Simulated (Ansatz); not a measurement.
C₃H₄F₄O, SMILES `FCCOC(F)(F)F`. Charge 0, multiplicity 1. The geometry is a stationary point of PBE0-D4/def2-TZVP. It is one conformer, not always the lowest.

```xyz
12

F     1.450    1.428    1.407
C     1.548    0.893    0.143
C     0.562   -0.220   -0.041
O    -0.743    0.353   -0.109
C    -1.760   -0.513   -0.150
F    -1.822   -1.291    0.939
F    -2.886    0.170   -0.239
F    -1.684   -1.342   -1.204
H     2.562    0.501    0.012
H     1.369    1.691   -0.583
H     0.621   -0.919    0.798
H     0.782   -0.751   -0.972
```

Task: What is the dipole moment at B3LYP/def2-TZVPP? (An estimate is asked.)

Result: The calculation gave: 2.91 D, with components (2.44, -0.74, -1.40) D in this frame, pointing from negative to positive charge.

Task: And with PBE, r2SCAN, ωB97M-V? (Best estimate.)

Result: Ansatz gave: PBE 2.72 D, r2SCAN 2.83 D, ωB97M-V 2.90 D.

Task: Give the Mulliken charges with B3LYP, ωB97M-V, r2SCAN in def2-TZVPP. (Best estimate.)

Result: Ansatz gave: 
```json
{"atom": "F1", "B3LYP": "-0.24", "ωB97M-V": "-0.22", "r2SCAN": "-0.23"}
{"atom": "C2", "B3LYP": "0.09", "ωB97M-V": "0.05", "r2SCAN": "0.17"}
{"atom": "C3", "B3LYP": "-0.01", "ωB97M-V": "-0.07", "r2SCAN": "0.05"}
{"atom": "O4", "B3LYP": "-0.26", "ωB97M-V": "-0.24", "r2SCAN": "-0.26"}
{"atom": "C5", "B3LYP": "0.57", "ωB97M-V": "0.55", "r2SCAN": "0.57"}
{"atom": "F6", "B3LYP": "-0.18", "ωB97M-V": "-0.17", "r2SCAN": "-0.18"}
{"atom": "F7", "B3LYP": "-0.16", "ωB97M-V": "-0.15", "r2SCAN": "-0.16"}
{"atom": "F8", "B3LYP": "-0.19", "ωB97M-V": "-0.18", "r2SCAN": "-0.18"}
{"atom": "H9", "B3LYP": "0.07", "ωB97M-V": "0.09", "r2SCAN": "0.03"}
{"atom": "H10", "B3LYP": "0.08", "ωB97M-V": "0.10", "r2SCAN": "0.04"}
{"atom": "H11", "B3LYP": "0.11", "ωB97M-V": "0.13", "r2SCAN": "0.08"}
{"atom": "H12", "B3LYP": "0.10", "ωB97M-V": "0.12", "r2SCAN": "0.06"}
```

B3LYP here is the variant with VWN-RPA as its local correlation; programs differ in this.
